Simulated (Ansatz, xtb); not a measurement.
**H4SeSi2: which of two structures lies lower**

Structure I: `[SiH3][SiH]=[Se]`, a singlet. Structure II: a singlet given by its coordinates. Both are isolated molecules in the gas phase, relaxed with B3LYP/6-31G*.

I (Å):

| atom | x (Å) | y (Å) | z (Å) |
| --- | --- | --- | --- |
| Se | -1.6137 | -1.3492 | 2.0082 |
| Si | -1.3577 | 2.6045 | 2.4237 |
| Si | -0.9526 | 0.3664 | 3.0386 |
| H | -2.1558 | 2.6478 | 1.1746 |
| H | -0.0549 | 3.2974 | 2.2252 |
| H | -2.0911 | 3.2859 | 3.5257 |
| H | -0.1423 | 0.2620 | 4.2907 |

II (Å):

```xyz
7

Se    1.3009   -3.0009   -0.3768
Si    3.0092   -2.9980    1.1532
Si    0.4779   -0.8511   -0.0810
H     3.3524   -4.4390    0.7684
H    -0.9475   -0.9284    0.3286
H     1.2726   -0.1572    0.9636
H     0.5704   -0.1140   -1.3670
```

Close contacts (Å): Se1–Si2 2.29, Se1–Si3 2.32, Si2–H4 1.53, Si3–H5 1.49, Si3–H6 1.48, Si3–H7 1.49.

**Question.** Estimate which is lower in electronic energy at CCSD(T)/def2-TZVP, and by roughly how much.

**Answer.** The CCSD(T)/def2-TZVP calculation puts structure I lower, by 0.149 eV.

How the difference moves with the method:

```json
{"level": "GFN2-xTB", "geometry": "GFN2-xTB", "E(II) − E(I) (eV)": "+0.369", "departure from the last row (eV)": "+0.220", "job, with rough time for the two": "optimisation, 0.96 s"}
{"level": "HF/STO-3G", "geometry": "GFN2-xTB", "E(II) − E(I) (eV)": "−0.471", "departure from the last row (eV)": "−0.620", "job, with rough time for the two": "single point, 4 s"}
{"level": "r2SCAN-D4/def2-SVP", "geometry": "GFN2-xTB", "E(II) − E(I) (eV)": "+0.240", "departure from the last row (eV)": "+0.091", "job, with rough time for the two": "single point, 13 s"}
{"level": "B3LYP/6-31G*", "geometry": "B3LYP/6-31G*", "E(II) − E(I) (eV)": "+0.137", "departure from the last row (eV)": "−0.011", "job, with rough time for the two": "optimisation, 5.8 min"}
{"level": "HF/def2-TZVP", "geometry": "B3LYP/6-31G*", "E(II) − E(I) (eV)": "+0.092", "departure from the last row (eV)": "−0.056", "job, with rough time for the two": "part of the CCSD(T) run"}
{"level": "MP2/def2-TZVP", "geometry": "B3LYP/6-31G*", "E(II) − E(I) (eV)": "+0.196", "departure from the last row (eV)": "+0.048", "job, with rough time for the two": "part of the CCSD(T) run"}
{"level": "CCSD(T)/def2-TZVP", "geometry": "B3LYP/6-31G*", "E(II) − E(I) (eV)": "+0.149", "departure from the last row (eV)": "", "job, with rough time for the two": "single point, 2.4 min"}
```

HF/STO-3G puts the two in the other order. The largest departure from CCSD(T)/def2-TZVP is that of HF/STO-3G, 0.620 eV.

With harmonic frequencies from B3LYP/6-31G* (ideal gas, rigid rotor, one conformer each, 298.15 K, 1 atm): on the last row, ΔE + ΔZPE = +0.140 eV. A mode under 50 cm⁻¹ makes harmonic enthalpies and free energies unreliable, so none is given.

The correlated steps freeze 19 core orbitals; the filled d shell of Se is correlated, in a basis made for valence electrons. Programs: Ansatz 0.2.0, xtb 6.7.1; the last row on 1 thread of Intel(R) Xeon(R) Processor @ 2.50GHz (Skylake/Cascade Lake) on a shared host.
